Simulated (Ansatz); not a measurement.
CH₈GeO₃Si (`CO[SiH](O)[GeH2][OH]`). Charge 0, multiplicity 1. The geometry is a stationary point of PBE0-D4/def2-TZVP. It is one conformer, not always the lowest.

```xyz
14

C    -2.083    1.535    0.680
O    -1.321    0.421    0.264
Si    0.272    0.238    0.587
O     1.257    1.290   -0.195
Ge    0.900   -1.866   -0.336
O     1.886   -1.162   -1.680
H    -3.140    1.281    0.589
H    -1.873    2.406    0.052
H    -1.875    1.796    1.724
H     0.484    0.455    2.042
H     1.647    0.932   -1.002
H    -0.214   -2.740   -0.948
H     1.814   -2.778    0.513
H     2.245   -1.808   -2.290
```

What is the dipole moment at PBE/def2-TZVPP? (An estimate is asked.)

The calculation gave: 1.03 D, with components (-0.48, -0.87, -0.27) D in this frame, pointing from negative to positive charge.

And with r2SCAN, B3LYP, ωB97M-V? (Estimate.)

Ansatz gave: r2SCAN 1.07 D, B3LYP 1.14 D, ωB97M-V 1.17 D.

Give the Mulliken charges with PBE, ωB97M-V, B3LYP in def2-TZVPP. (Best estimate.)

Ansatz gave: 
```json
{"atom": "C1", "PBE": "-0.14", "ωB97M-V": "-0.18", "B3LYP": "-0.12"}
{"atom": "O2", "PBE": "-0.30", "ωB97M-V": "-0.36", "B3LYP": "-0.37"}
{"atom": "Si3", "PBE": "0.44", "ωB97M-V": "0.52", "B3LYP": "0.55"}
{"atom": "O4", "PBE": "-0.35", "ωB97M-V": "-0.39", "B3LYP": "-0.40"}
{"atom": "Ge5", "PBE": "0.25", "ωB97M-V": "0.19", "B3LYP": "0.27"}
{"atom": "O6", "PBE": "-0.43", "ωB97M-V": "-0.46", "B3LYP": "-0.47"}
{"atom": "H7", "PBE": "0.10", "ωB97M-V": "0.12", "B3LYP": "0.11"}
{"atom": "H8", "PBE": "0.11", "ωB97M-V": "0.13", "B3LYP": "0.11"}
{"atom": "H9", "PBE": "0.09", "ωB97M-V": "0.11", "B3LYP": "0.09"}
{"atom": "H10", "PBE": "-0.10", "ωB97M-V": "-0.05", "B3LYP": "-0.10"}
{"atom": "H11", "PBE": "0.21", "ωB97M-V": "0.21", "B3LYP": "0.21"}
{"atom": "H12", "PBE": "-0.03", "ωB97M-V": "0.00", "B3LYP": "-0.02"}
{"atom": "H13", "PBE": "-0.03", "ωB97M-V": "0.00", "B3LYP": "-0.03"}
{"atom": "H14", "PBE": "0.17", "ωB97M-V": "0.16", "B3LYP": "0.17"}
```

B3LYP here is the variant with VWN-RPA as its local correlation; programs differ in this.
